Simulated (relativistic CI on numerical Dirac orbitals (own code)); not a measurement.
## Sensitivity of the levels of Sc16+ to α and to the nuclear radius

Computed by Dirac-Coulomb-Breit CI, separate exchange-only KLI orbitals for each configuration, derivatives by finite differences, unscaled Slater integrals, QED left out (own radial code, finite nucleus).

CI space (outside the closed core 1s2): 2s2.2p, 2s.2p2, 2p3, 2p2.3s, 2p2.3p, 2p2.3d, 2s2.3s, 2s2.3p. Levels of other configurations are missing.

With x = (α/α₀)² − 1 an excitation energy changes as ω = ω₀ + qx; K = 2q/ω₀ is the relative enhancement. Terms are leading LS components, so labels can repeat. The field-shift factor is F = δν/δ⟨r²⟩ for the transition from the lowest level.

Lowest level 2s2.2p 2P°_1/2.

| Level | ω₀ (cm⁻¹) | q (cm⁻¹) | K | F (GHz/fm²) |
| --- | --- | --- | --- | --- |
| 2s2.2p 2P°_3/2 | 45425 | 46090 | 2.03 | -0.172 |
| 2s.2p2 4P_1/2 | 283333 | 37470 | 0.265 | -34.2 |
| 2s.2p2 4P_3/2 | 301681 | 58950 | 0.391 | -34.2 |
| 2s.2p2 4P_5/2 | 324211 | 79740 | 0.492 | -34.2 |
| 2s.2p2 2D_3/2 | 521672 | 67090 | 0.257 | -34.9 |
| 2s.2p2 2D_5/2 | 525382 | 75350 | 0.287 | -34.9 |
| 2s.2p2 2S_1/2 | 639313 | 46290 | 0.145 | -35.4 |
| 2s.2p2 2P_1/2 | 689650 | 85610 | 0.248 | -35.8 |
| 2s.2p2 2P_3/2 | 703316 | 87930 | 0.25 | -36.4 |
| 2p3 4S°_3/2 | 898070 | 105300 | 0.235 | -71.4 |
| 2p3 2D°_3/2 | 1021126 | 98430 | 0.193 | -71.3 |
| 2p3 2D°_5/2 | 1028071 | 112100 | 0.218 | -71.4 |
| 2p3 2P°_1/2 | 1144403 | 111600 | 0.195 | -69.8 |
| 2p3 2P°_3/2 | 1157478 | 135400 | 0.234 | -69.8 |
| 2s2.3s 2S_1/2 | 4944490 | 30300 | 0.0123 | 13.8 |
| 2s2.3p 2P°_1/2 | 5085954 | 33500 | 0.0132 | 3.7 |
| 2s2.3p 2P°_3/2 | 5098760 | 46450 | 0.0182 | 3.71 |
| 2p2.3s 4P_1/2 | 5707297 | 74060 | 0.026 | -58.3 |
| 2p2.3s 4P_3/2 | 5726919 | 99040 | 0.0346 | -58.5 |
| 2p2.3s 4P_5/2 | 5748855 | 116500 | 0.0405 | -58.5 |
| 2p2.3s 2P_1/2 | 5756238 | 93590 | 0.0325 | -58.5 |
| 2p2.3s 2P_3/2 | 5780559 | 110100 | 0.0381 | -58.6 |
| 2p2.3p 4D°_1/2 | 5812907 | 77650 | 0.0267 | -68 |

At this charge energies of transitions that change n are usually good to better than 1 %, and those within a shell (Δn = 0) to a few per cent.
